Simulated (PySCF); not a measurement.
The vertical singlet excitations below were computed for one of the candidates. Method: TDDFT CAM-B3LYP/def2-SVPD, vertical, gas phase, core orbitals frozen in the response in PySCF. Geometries: PBE0-D3(BJ)/def2-SVP, one conformer each.

| state | ν̃ (cm⁻¹) | f | main configurations (H = HOMO, L = LUMO) |
| --- | --- | --- | --- |
| S1 | 48010 | 0.0095 | H→L+4 (37%), H→L+2 (20%), H→L+7 (10%) |
| S2 | 49460 | 0.068 | H→L+1 (33%), H→L (26%), H→L+3 (13%) |
| S3 | 52370 | 0.017 | H→L (58%), H→L+6 (8%) |
| S4 | 55530 | 0.086 | H→L+2 (46%), H→L+3 (31%) |
| S5 | 56320 | 0.0061 | H-1→L+4 (33%), H-1→L+2 (20%), H-1→L+3 (10%) |
| S6 | 58620 | 0.017 | H→L+6 (27%), H→L+3 (21%), H→L+7 (19%) |
| S7 | 59460 | 0.010 | H-1→L (31%), H-1→L+1 (16%), H→L+8 (11%) |
| S8 | 60190 | 0.0044 | H→L+9 (51%), H→L+1 (9%), H-1→L (8%) |
| S9 | 61050 | 0.0055 | H-1→L (36%), H→L+8 (22%), H→L+1 (14%) |
| S10 | 61970 | 0.050 | H-1→L+1 (28%), H→L+9 (10%), H-1→L (9%) |

Orbital energies (eV): HOMO-3 -10.66, HOMO-2 -10.54, HOMO-1 -9.07, HOMO -7.97, LUMO 1.09, LUMO+1 1.33, LUMO+2 1.50.

Question: Which structure fits?
A. `CC(=O)O[SiH2]C(=O)O`
B. `O=S(C)(=O)/C=C\C1CCC1`
C. `C[C@@H](C[S@@](C)=O)CCC`

Answer: C. Its S1 lies at 5.95 eV; the nearest of the others has S1 at 6.21 eV. S1 is HOMO→LUMO+4 (37%), HOMO→LUMO+2 (20%), HOMO→LUMO+7 (10%). Löwdin shares by element: HOMO oxygen 52%, sulfur 30%, carbon 13% or more; LUMO sulfur 34%, hydrogen 19% or more, carbon 11% or more (atoms not listed hold the other 36%). At the same level the other candidates give, for their lowest levels:
- `CS(=O)(=O)/C=C\C1CCC1`: 6.21 eV (f 0.014); 6.25 eV (f 0.352); 7.04 eV (f 0.010); 7.08 eV (f 0.017); 7.14 eV (f 0.029); T1 3.96 eV; HOMO -9.06, LUMO 0.06 eV
- `CC(=O)O[SiH2]C(=O)O`: 5.11 eV (f 0.003); 5.89 eV (f 0.001); 7.30 eV (f 0.018); 7.43 eV (f 0.085); 7.80 eV (f 0.010); T1 4.45 eV; HOMO -9.55, LUMO 0.23 eV

Shape of the structure used: `[CH3:1][CH2:2][CH2:3][C@@H:4]([CH3:5])[CH2:6][S@@:7]([CH3:8])=[O:9]`: C1–C2–C3–C4 176°, C2–C3–C4–C5 61°, C3–C4–C6–S7 168°, C4–C6–S7–C8 -171°.
Triplets come from the Tamm–Dancoff approximation.
